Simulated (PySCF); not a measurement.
## Nuclear quadrupole coupling in `CC(=O)N(C)[C@@H]1C=N[SiH2]C1`

Species: C6H12N2OSi.
SMILES with atom numbers: `[CH3:1][C:2](=[O:3])[N:4]([CH3:5])[C@@H:6]1[CH:7]=[N:8][SiH2:9][CH2:10]1` (hydrogens: H11, H12, H13 on C1; H14, H15, H16 on C5; H17 on C6; H18 on C7; H19, H20 on Si9; H21, H22 on C10)

Geometry (GFN2-xTB, Å), atoms numbered from 1 in this order:
```
atom  x, y, z in Å
C1    -3.063    0.270   -0.731
C2    -1.776   -0.517   -0.809
O3    -1.680   -1.548   -1.448
N4    -0.725   -0.007   -0.116
C5    -0.800    1.206    0.663
C6     0.549   -0.697   -0.166
C7     1.077   -1.013    1.210
N8     2.296   -0.877    1.489
Si9    3.211   -0.257    0.131
C10    1.649    0.057   -0.928
H11   -3.415    0.327    0.297
H12   -2.921    1.280   -1.108
H13   -3.810   -0.237   -1.336
H14   -1.033    2.073    0.038
H15    0.162    1.373    1.144
H16   -1.563    1.129    1.442
H17    0.339   -1.657   -0.660
H18    0.380   -1.379    1.959
H19    4.085   -1.290   -0.408
H20    3.910    0.955    0.546
H21    1.406    1.119   -0.967
H22    1.714   -0.289   -1.956
```

Field gradients from the PBE0/pcSseg-1 density (PySCF, non-relativistic), principal values in atomic units, ordered |Vxx| ≤ |Vyy| ≤ |Vzz|:

```
atom     Vxx     Vyy      Vzz
  O3  0.7530  0.8454  -1.5984
  N4  0.4599  0.5965  -1.0564
  N8  0.1141  0.9023  -1.0164
```

Task: Find the asymmetry η = (Vxx − Vyy)/Vzz and the couplings χ = eQV/h (234.96 MHz × Q in barn × V in au), with Q(17O) = −0.0256 b, Q(14N) = 0.02044 b.

Result: 
```json
{"atom": "O3", "environment": "amide oxygen", "nucleus": "17O", "η": "0.06", "χzz (MHz)": "9.61", "χxx (MHz)": "-4.53", "χyy (MHz)": "-5.08"}
{"atom": "N4", "environment": "amide nitrogen", "nucleus": "14N", "η": "0.13", "χzz (MHz)": "-5.07", "χxx (MHz)": "2.21", "χyy (MHz)": "2.86"}
{"atom": "N8", "environment": "C=N nitrogen", "nucleus": "14N", "η": "0.78", "χzz (MHz)": "-4.881", "χxx (MHz)": "0.548", "χyy (MHz)": "4.333"}
```

Task: What is Vzz at N8 in SI units (1 au = 9.71736 × 10²¹ V/m²)?

Result: -1.0164 au = -9.877 × 10²¹ V/m².

Task: What couplings would deuterons (Q(2H) = 0.00286 b) have in place of the hydrogens, at this geometry?

Result: 
```json
{"atom": "H11", "bonded to": "C1", "bond length (Å)": "1.088", "Vzz (au)": "0.3139", "η": "0.03", "χzz (kHz)": "211"}
{"atom": "H12", "bonded to": "C1", "bond length (Å)": "1.088", "Vzz (au)": "0.3141", "η": "0.03", "χzz (kHz)": "211"}
{"atom": "H13", "bonded to": "C1", "bond length (Å)": "1.086", "Vzz (au)": "0.3129", "η": "0.01", "χzz (kHz)": "210"}
{"atom": "H14", "bonded to": "C5", "bond length (Å)": "1.093", "Vzz (au)": "0.2981", "η": "0.05", "χzz (kHz)": "200"}
{"atom": "H15", "bonded to": "C5", "bond length (Å)": "1.088", "Vzz (au)": "0.3031", "η": "0.08", "χzz (kHz)": "204"}
{"atom": "H16", "bonded to": "C5", "bond length (Å)": "1.093", "Vzz (au)": "0.2992", "η": "0.06", "χzz (kHz)": "201"}
{"atom": "H17", "bonded to": "C6", "bond length (Å)": "1.099", "Vzz (au)": "0.2729", "η": "0.03", "χzz (kHz)": "183"}
{"atom": "H18", "bonded to": "C7", "bond length (Å)": "1.086", "Vzz (au)": "0.3124", "η": "0.01", "χzz (kHz)": "210"}
{"atom": "H19", "bonded to": "Si9", "bond length (Å)": "1.457", "Vzz (au)": "0.1657", "η": "0.00", "χzz (kHz)": "111"}
{"atom": "H20", "bonded to": "Si9", "bond length (Å)": "1.459", "Vzz (au)": "0.1643", "η": "0.00", "χzz (kHz)": "110"}
{"atom": "H21", "bonded to": "C10", "bond length (Å)": "1.089", "Vzz (au)": "0.3166", "η": "0.05", "χzz (kHz)": "213"}
{"atom": "H22", "bonded to": "C10", "bond length (Å)": "1.086", "Vzz (au)": "0.3218", "η": "0.04", "χzz (kHz)": "216"}
```

The structure is a single GFN2-xTB conformer in the gas phase; no vibrational or solvent corrections. GFN2-xTB bond lengths can be off by several hundredths of an ångström, more for odd bonds, and the gradients follow them. The basis is small and wasn't made for field gradients, so the couplings can be 20 % off.
